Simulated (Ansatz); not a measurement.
[Ni(SH)4]2- (NiH₄S₄²⁻): single points at one geometry.

```yaml
crystal:
  periodic: [false, false, false]
  atoms:
    - {symbol: Ni, position_ang: [-0.083866, -0.091906, 0.009684]}
    - {symbol: S, position_ang: [1.641930, -0.185498, -1.602661]}
    - {symbol: H, position_ang: [2.578045, -0.688268, -0.764289]}
    - {symbol: S, position_ang: [-0.174753, 1.780502, 1.450010]}
    - {symbol: H, position_ang: [-0.823650, 2.585259, 0.576600]}
    - {symbol: S, position_ang: [-1.947064, 0.261533, -1.459326]}
    - {symbol: H, position_ang: [-2.759362, 0.736170, -0.486431]}
    - {symbol: S, position_ang: [0.570106, -1.759084, 1.605612]}
    - {symbol: H, position_ang: [0.998625, -2.638697, 0.670791]}
basis:
  gaussian: {orbitals: def2-TZVPD, initial_orbitals: start.molden}
total_charge: -2
magnetization: {spin_polarized: true, initial_magnetization: 2}
hamiltonian: {xc: r2scan, dispersion: d4}
scf: {omitted_lower_state_checks: [starts]}
output: {orbitals: {seedname: orbitals}}
```

The file start.molden holds the orbitals of an earlier run on this structure, at another level or in another basis.

```sh
$ ansatz run in.yaml --threads 4 --pin off --events-out ev --progress --plain --max-ram 8704MiB
```

It prints (some lines left out):

```
Functional definition: r2SCAN
1838 factors; their error is unknown
mean field evaluation 1: about -84452.9268 eV, gradient 8.2e0 eV
mean field evaluation 2: about -84453.0427 eV, gradient 3.4e-1 eV
mean field evaluation 4: about -84453.0008 eV, gradient 1.1e-1 eV
mean field evaluation 8: about -84453.0009 eV, gradient 1.9e-5 eV
mean field -84453.00085735 eV, -3103.5905372076 hartree, gradient 9.6e-6 eV, S^2 2.007487; 0 other end points of the search recorded, 0 dependent functions left out
reference -84453.00092381 eV, -3103.5905396498 hartree; 50, 48 occupied and 218, 220 virtual orbitals, 1838 factors
Total energy: -84453.10035282 eV, -3103.5941935988 hartree
Checks for a lower state left out: starts
```

It took 29 s on 4 threads of Intel Xeon Platinum 8488C on a shared host, peak host memory 1.3 GiB.

First input, but with `gaussian: {orbitals: def2-SVPD, initial_orbitals: start.molden}`, `hamiltonian: {xc: {name: LC-wPBE, parameters: {omega: 0.1/bohr}}}` (abridged; 14 s):

```
Functional definition: LC-wPBE
mean field -84414.49217990 eV, -3102.1753694134 hartree, gradient 1.9e-6 eV, S^2 2.004230
Total energy: -84414.49218000 eV, -3102.1753694172 hartree
Checks for a lower state left out: starts
```

As the first input, with `gaussian: {orbitals: def2-SVPD, initial_orbitals: start.molden}`, `hamiltonian: {xc: {name: LC-wPBE, parameters: {omega: 0.3/bohr}}}` (abridged; 13 s):

```
Functional definition: LC-wPBE
mean field -84416.62668826 eV, -3102.2538111489 hartree, gradient 4.7e-6 eV, S^2 2.005993
Total energy: -84416.62668827 eV, -3102.2538111493 hartree
Checks for a lower state left out: starts
```

First input, but with `gaussian: {orbitals: def2-SVPD, initial_orbitals: start.molden}`, `hamiltonian: {xc: {name: LC-wPBE, parameters: {omega: 0.15/bohr}}}` (abridged; 11 s):

```
Functional definition: LC-wPBE
mean field -84414.96834192 eV, -3102.1928680449 hartree, gradient 9.3e-6 eV, S^2 2.004565
Total energy: -84414.96834196 eV, -3102.1928680464 hartree
Checks for a lower state left out: starts
```

As the first input, with `hamiltonian: {xc: {name: wB97M-V}}` (abridged; 79 s):

```
Functional definition: wB97M-V
mean field -84451.08216303 eV, -3103.5200264920 hartree, gradient 3.0e-6 eV, S^2 2.007471
Total energy: -84451.08222622 eV, -3103.5200288140 hartree
Checks for a lower state left out: starts
```

First input, but with `gaussian: {orbitals: def2-SVPD, initial_orbitals: start.molden}`, `hamiltonian: {xc: pbe0, dispersion: d4}` (abridged; 13 s):

```
Functional definition: PBE0
mean field -84414.45877495 eV, -3102.1741418042 hartree, gradient 1.1e-5 eV, S^2 2.007408
Total energy: -84414.80607170 eV, -3102.1869047245 hartree
Checks for a lower state left out: starts
```

First input, but with `gaussian: {orbitals: def2-SVPD, initial_orbitals: start.molden}`, `hamiltonian: {xc: {name: LC-wPBE, parameters: {omega: 0.2/bohr}}}` (abridged; 12 s):

```
Functional definition: LC-wPBE
mean field -84415.49233324 eV, -3102.2121243709 hartree, gradient 3.3e-6 eV, S^2 2.005102
Total energy: -84415.49233327 eV, -3102.2121243717 hartree
Checks for a lower state left out: starts
```

Geometry: PBE0-D4/def2-SVPD.

A multiply charged anion in the gas phase is held together partly by the finite basis. At r2SCAN-D4/def2-TZVPD, LC-ωPBE (ω = 0.10 bohr⁻¹)/def2-SVPD, LC-ωPBE (ω = 0.15 bohr⁻¹)/def2-SVPD, PBE0-D4/def2-SVPD and others the highest occupied level of the charge -2 triplet lies above zero (up to 2.75 eV). The electron is either unbound and held by the finite basis, or the level is raised by self-interaction error. The order of the spin states hangs on the level: the singlet lies 0.21 eV below the triplet at LC-ωPBE (ω = 0.10 bohr⁻¹)/def2-SVPD, but 0.12 eV above it at r2SCAN-D4/def2-TZVPD.
